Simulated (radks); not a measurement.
Task: The mean radii <r> (bohr) of the occupied orbitals of an atom or ion are listed with their occupations. Calculated with a radial shooting solver on a logarithmic mesh with Libxc functionals: Dirac Kohn-Sham, LDA (Slater exchange, Perdew-Wang correlation), spin-unpolarised, spherical densities, finite nucleus; Fermi nuclear charge, rms radius of each element as measured or else 0.836 A^(1/3) + 0.57 fm.

orbital  occ.      <r>
1s1/2       2  0.01900
2s1/2       2  0.07983
2p1/2       2  0.06614
2p3/2       4  0.07387
3s1/2       2   0.2084
3p1/2       2   0.1982
3p3/2       4   0.2126
3d3/2       4   0.1864
3d5/2       6   0.1908
4s1/2       2   0.4684
4p1/2       2   0.4747
4p3/2       4   0.5079
4d3/2       4   0.5287
4d5/2       6   0.5403
5s1/2       2    1.136
5p1/2       2    1.267
5p3/2       4    1.380
4f5/2       6   0.6709
4f7/2       8   0.6839
6s1/2       2    3.441
5d3/2       2    2.442

Name the element and its charge. Open shells, if any, fill j = l - 1/2 first.

Result: Z = 72, hafnium, charge 0: Hf in [Xe] 4f14 5d2 6s2. The 1s radius gives Z: for a bare nucleus <r> = (2 gamma + 1)/(2Z) with gamma = sqrt(1 - (Z/c)^2), 0.01876 bohr for Z = 72, and screening makes it slightly larger (0.01900 here). The occupations add up to 72, and the charge is Z minus that.
